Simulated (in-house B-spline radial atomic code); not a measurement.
A run on an ion of nuclear charge 1 with 1.5 electrons that did not converge. Method: non-relativistic PBE0, spin-polarised, spherical fractional occupations, point nucleus; computed with an all-electron radial atomic-structure program (B-spline basis).

Command:
```bash
python run_scf.py task.json out
```
Settings:
```
Z                1
configuration    1s1.5
hamiltonian      nr
method           pbe0
spin_polarised   True
```

First and last ten iterations of the last attempt (damped for 15 steps, keeping 80 % of the old Fock matrix, then DIIS):
```
 iter        energy (Eh)    residual
    1          -0.495072    1.43e-02
    2          -0.482292    1.38e-02
    3          -0.490934    1.07e-02
    4          -0.495594    8.47e-03
    5          -0.498315    6.86e-03
    6          -0.499973    5.55e-03
    7          -0.501011    4.48e-03
    8          -0.501675    3.62e-03
    9          -0.502108    2.93e-03
   10          -0.502395    2.37e-03
  111          -0.515621    3.59e-03
  112          -0.517539    4.19e-03
  113          -0.517775    4.13e-03
  114          -0.518494    4.33e-03
  115          -0.521252    5.82e-03
  116          -0.521916    6.67e-03
  117          -0.522292    6.81e-03
  118          -0.522039    7.39e-03
  119          -0.522603    7.44e-03
  120          -0.522286    7.65e-03
 not converged after 120 iterations
```

The smallest residual met was 1.8e-04; the threshold is about 1e-07. No energy from this run should be used. The likely cause: this method binds the added charge weakly or not at all at the basis-set limit, so charge moves back and forth between the atom and the box. Time taken, with all properties: 0.64 s on 1 thread of Arm Neoverse V1, with other jobs on the host.
